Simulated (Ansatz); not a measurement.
Ansatz results at the PBE0-D4/def2-TZVP geometry: HOMO–LUMO gap (B3LYP/def2-TZVPP) 4.97 eV; HOMO–LUMO gap (ωB97M-V/def2-TZVPP) 9.33 eV; HOMO–LUMO gap (PBE0/def2-TZVPP) 5.41 eV.

Problem. Which molecule gave them?
A. `[OH][GaH][GaH2]`
B. `C=C(C)[TeH]`
C. `O[CH]([AlH2])[SiH3]`
D. `CNBC=S`

Solution. B. The others give `[OH][GaH][GaH2]`: 4.67, 8.85, 5.11; `O[CH]([AlH2])[SiH3]`: 5.45, 9.67, 5.87; `CNBC=S`: 3.41, 8.19, 3.82.

B3LYP here is the variant with VWN-RPA as its local correlation; programs differ in this.
